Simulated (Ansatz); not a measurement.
System: C4H7S, net charge 1, singlet state. It need not be the lowest isomer of its formula. 
Coordinates optimised at B3LYP-D3(BJ)/def2-TZVP (Ansatz, a program for electronic structure):
```xyz
12

C     -1.3591     0.0184     0.0390
C     -0.7162    -1.3198    -0.1772
C      0.6038    -1.3825    -0.1024
C      1.3416    -0.1099     0.1920
S      0.0533     1.2071     0.0717
H     -2.0428     0.3380    -0.7470
H     -1.8683     0.1091     1.0005
H     -1.3535    -2.1785    -0.3427
H      1.1716    -2.2983    -0.1997
H      1.7456    -0.0625     1.2051
H      2.1367     0.1396    -0.5103
H      0.1380     1.4016    -1.2612
```
Charge +1, spin multiplicity 1.

Basis-set convergence of Hartree-Fock and CCSD(T) correlation energies (hartree) with Ansatz. Valence correlation only, unless marked. Spin-orbit coupling is left out. Non-relativistic.

```
basis        functions       E(HF)  E(corr, CCSD(T))  rough core time
-----------  ---------  ----------  ----------------  ---------------
cc-pV(D+d)Z        114  -552.81983          -0.75346       under 20 s
cc-pV(T+d)Z        257  (withheld)        (withheld)            110 s
```

Problem. What belongs in the gaps?

Solution. 
- cc-pV(T+d)Z, E(HF): -552.87983
- cc-pV(T+d)Z, E(corr, CCSD(T)): -0.91093
